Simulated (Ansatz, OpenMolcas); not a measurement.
# CuCl (cuprous chloride): methods side by side

CuCl: 2 atoms, total charge 0, spin state singlet. As SMILES, `[Cl][Cu]`. The coordinates come from a PBE0-D4/def2-TZVP relaxation.

```xyz
2

Cl    0.8983   -0.3452    0.4464
Cu   -0.8688    0.2850   -0.4424
```

Quantity: the HOMO–LUMO gap, in eV. The values are calculated.

```json
{"level": "SVWN5/cc-pVTZ", "kind": "LDA", "program": "OpenMolcas", "value (eV)": "2.08", "CPU time": "23 s"}
{"level": "PBEsol/cc-pVTZ", "kind": "GGA", "program": "Ansatz", "value (eV)": "2.11", "CPU time": "2 s"}
{"level": "revPBE/cc-pVTZ", "kind": "GGA", "program": "OpenMolcas", "value (eV)": "2.06", "CPU time": "29 s"}
{"level": "TPSS/cc-pVTZ", "kind": "meta-GGA", "program": "OpenMolcas", "value (eV)": "2.23", "CPU time": "32 s"}
{"level": "r2SCAN/cc-pVTZ", "kind": "meta-GGA", "program": "Ansatz", "value (eV)": "2.50", "CPU time": "15 s"}
{"level": "B3LYP/cc-pVTZ", "kind": "global hybrid", "program": "OpenMolcas", "value (eV)": "3.91", "CPU time": "24 s"}
{"level": "M06-2X/cc-pVTZ", "kind": "hybrid meta-GGA", "program": "OpenMolcas", "value (eV)": "6.59", "CPU time": "28 s"}
{"level": "B2PLYP/cc-pVTZ", "kind": "double hybrid", "program": "OpenMolcas", "value (eV)": "6.70", "CPU time": "18 s"}
```

The values span 2.06 to 6.70 eV. Orbital gaps aren't excitation energies, and those of double hybrids come from the SCF part alone; they tend to grow with the share of exact exchange. Times are those of the runs behind each value, whatever else they computed, on shared processors of several kinds: orders of magnitude only.
